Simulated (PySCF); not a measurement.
Si(H)(F)(OH)2 (FH3O2Si), SMILES O[SiH](O)F. The structure is a stationary point at PBE0-D3(BJ)/def2-SVP. Other conformers were not sampled.

Computed equilibrium geometry at PBE0-D3(BJ)/def2-SVP (PySCF confirms it by a frequency run) as bond lengths and angles (one conformer of several):
Atoms: Si1 O2 O3 F4 H5 H6 H7. Bonds (Å): Si1–O2 1.636, Si1–O3 1.647, Si1–F4 1.621, Si1–H5 1.473, O2–H6 0.962, O3–H7 0.961. Angles (°): O2–Si1–O3 108.5, O2–Si1–F4 111.5, O2–Si1–H5 107.7, O3–Si1–F4 106.9, O3–Si1–H5 115.0, F4–Si1–H5 107.1, Si1–O2–H6 117.1, Si1–O3–H7 117.8.
Charge 0, spin multiplicity 1.
